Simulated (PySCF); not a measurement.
## Computed properties of diboron dicarbonyl (C2B2O2), SMILES [O+]#C[B-]#[B-]C#[O+]

diboron dicarbonyl (C2B2O2), SMILES [O+]#C[B-]#[B-]C#[O+]. Geometry: PBE0-D3(BJ)/def2-SVP. Other conformers were not sampled. All values are computed for the isolated molecule unless a solvent is named; none is compared with measurement here.

**Structure.** The optimised structure has D∞h symmetry. All 13 harmonic modes at PBE0-D3(BJ)/def2-SVP (PySCF) are real, so it is a minimum. With heavy atoms numbered as in [O+:1]#[C:2][B-:3]#[B-:4][C:5]#[O+:6], the shortest bond between them is O1–C2 at 1.150 Å and the longest B3–B4 at 1.463 Å.

**Vibrations.** The strongest infrared lines (harmonic, unscaled, degenerate partners summed) lie at 2172 cm⁻¹ (3615 km/mol, C 65 %, O 33 %), 1098 cm⁻¹ (54 km/mol, B 70 %, O 26 %), 541 cm⁻¹ (47 km/mol, C 68 %, B 18 %, O 14 %). The softest mode is at 68 cm⁻¹ and the zero-point energy is 15.1 kcal/mol.

**Electronic structure.** B3LYP/def2-TZVP (PySCF) places the frontier levels at -6.56 and -3.77 eV, a gap of 2.79 eV, and gives a dipole moment of 0.00 D and a mean polarisability of 79.5 bohr³. PBE/def2-TZVP (PySCF) at the same geometry gives -5.97 and -4.24 eV, so its gap is 1.06 eV narrower. An orbital gap is neither the optical nor the fundamental gap.

**Excitations.** TDA-B3LYP/def2-SVPD (PySCF) has S1 at 1.40 eV (884 nm, f = 0.000, dark); the most intense of the 10 singlets computed lies at 5.78 eV (f = 0.14). Strengths of degenerate partners are summed. T1 (TDA) is at 0.83 eV, 0.57 eV under S1. TDA-PBE/def2-SVPD (PySCF) puts S1 at 1.69 eV.

**NMR.** GIAO shifts at HF/pcSseg-1 (PySCF) (non-relativistic, atoms alike by connectivity averaged): ¹³C at 166.0 ppm against TMS; ¹¹B at -20.5 ppm against BF3.
